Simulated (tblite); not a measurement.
Compound: C6H5OS (doublet state).
SMILES with atom numbers: `[OH:1][c:2]1[cH:3][cH:4][c:5]([S:6])[cH:7][cH:8]1` (hydrogens: H9 on O1; H10 on C3; H11 on C4; H12 on C7; H13 on C8)

Computed geometry: GFN2-xTB, gas phase. This method treats the open shell by occupation alone, without spin polarisation.

Problem. List the bond lengths, angles and torsions at this level.

Solution. 
```tsv
bond	length (Å)
O1–C2	1.350
C2–C3	1.396
C3–C4	1.375
C4–C5	1.402
C5–S6	1.715
C5–C7	1.404
C7–C8	1.373
C2–C8	1.399
O1–H9	0.966
C3–H10	1.082
C4–H11	1.079
C7–H12	1.079
C8–H13	1.078
```

A selection of angles:
```tsv
angle	degrees
O1–C2–C3	122.2
O1–C2–C8	118.2
C3–C2–C8	119.6
C2–C3–C4	120.3
C3–C4–C5	120.4
C4–C5–S6	120.4
C4–C5–C7	119.0
S6–C5–C7	120.6
C5–C7–C8	120.5
C2–C8–C7	120.2
H9–O1–C2	110.5
```

Torsions: H9–O1–C2–C3 0° (synperiplanar).

The 8 heavy atoms lie in one plane (0.000 Å rms). C3 (carbon bonded to 2 C and H) is planar (angles 120.3°, 120.1° and 119.6°, sum 360.0°, 0.00 Å off the plane of its three neighbours). C2 (carbon bonded to 2 C and O) is planar (angles 122.2°, 119.6° and 118.2°, sum 360.0°, 0.00 Å off the plane of its three neighbours). C7 (carbon bonded to 2 C and H) is planar (angles 120.6°, 120.5° and 118.9°, sum 360.0°, 0.00 Å off the plane of its three neighbours). Of the pairs four or more bonds apart, H9···H10 is among the closest relative to their van der Waals radii: 2.28 Å, 95 % of the sum of Bondi's values. C5 (carbon bonded to 2 C and S) is planar (angles 120.6°, 120.4° and 119.0°, sum 360.0°, 0.00 Å off the plane of its three neighbours). The C–C distances run from 1.373 Å (C7–C8, aromatic) to 1.404 Å (C5–C7, aromatic), a spread of 0.031 Å.

Point group: Cs (every atom within 0.08 Å of its image). Its GFN2-xTB frequencies are all real (lowest 106 cm⁻¹). Torsions: H–O1–C2–C3 0°.

One conformer stands for the species.
